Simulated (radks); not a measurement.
Task: All-electron atom: Se II in [Ar] 3d10 4s2 4p3. Method: Dirac Kohn-Sham, PBE, spin-unpolarised, spherical densities, finite nucleus; open shells fill j = l - 1/2 first; Fermi nuclear charge, rms radius 4.14 fm; computed with a radial shooting solver on a logarithmic mesh with Libxc functionals. Some entries of the table are withheld. Estimate them.

orbital  occ.  eigenvalue (hartree)  r(max) (bohr)  <r^2> (bohr^2)
1s1/2       2             -459.7797        0.02880        0.002616
2s1/2       2             -59.41774         0.1645         0.04521
2p1/2       2             -53.34257         0.1296         0.03486
2p3/2       4             -51.80786         0.1327         0.03632
3s1/2       2              -8.22368         0.5024          0.3793
3p1/2       2                   (1)         0.4947             (2)
3p3/2       4                   (3)         0.5033             (4)
3d3/2       4                   (5)            (6)          0.4923
3d5/2       6                   (7)            (8)          0.4992
4s1/2       2              -0.98364          1.496           3.484
4p1/2       2              -0.57450          1.732           5.104
4p3/2       1              -0.55829          1.763           5.286

Result: 
(1) 3p1/2 eigenvalue (hartree): -6.14609
(2) 3p1/2 <r^2> (bohr^2): 0.3981
(3) 3p3/2 eigenvalue (hartree): -5.93024
(4) 3p3/2 <r^2> (bohr^2): 0.4125
(5) 3d3/2 eigenvalue (hartree): -2.35106
(6) 3d3/2 r(max) (bohr): 0.4512
(7) 3d5/2 eigenvalue (hartree): -2.31816
(8) 3d5/2 r(max) (bohr): 0.4540
